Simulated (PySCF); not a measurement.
Al(Me)(F) (CH3AlF), SMILES [F][Al+][CH3], charge +1. The structure is a stationary point at PBE-D3(BJ)/def2-TZVP. The spin state was assumed, not searched. The isomer is the one that the SMILES or the coordinates give; other isomers of the formula were not compared.

Level of theory: PBE-D3(BJ)/def2-TZVP run with PySCF.

Harmonic wavenumbers (cm⁻¹): 142, 142, 564, 730, 730, 965, 1168, 1364, 1364, 2971, 3074, 3074. Rotational constants (GHz): 153.6, 4.550, 4.550; symmetry number 3.

Task: Work out the zero-point energy and the ideal-gas rigid-rotor harmonic-oscillator thermochemistry at 298.15 K and 1 atm.

Result: ZPE = ½ Σ hcν = ½ × 16288 cm⁻¹ = 23.28 kcal/mol. H − E(el) = 26.77 kcal/mol. Entropy in cal/(mol K): translation 38.25, rotation 19.96, vibration 6.82, total 65.02. G − E(el) = 7.38 kcal/mol. Cp = 15.31 cal/(mol K). Modes under 150 cm⁻¹ make the vibrational entropy uncertain.
